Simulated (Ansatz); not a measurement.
Species: CHNS, SMILES `[C-]#[N+]S` (charge 0, multiplicity 1), formula CHNS.

Q: How many basis functions does Ansatz (a program for electronic structure) with frozen-core CCSD(T)/cc-pVTZ // B3LYP-D3(BJ)/def2-TZVP use, how many core orbitals are frozen, and how many electrons are correlated?

A: 108 basis functions and 7 frozen orbitals, which leaves 16 correlated electrons. Core time is of the order of seconds.
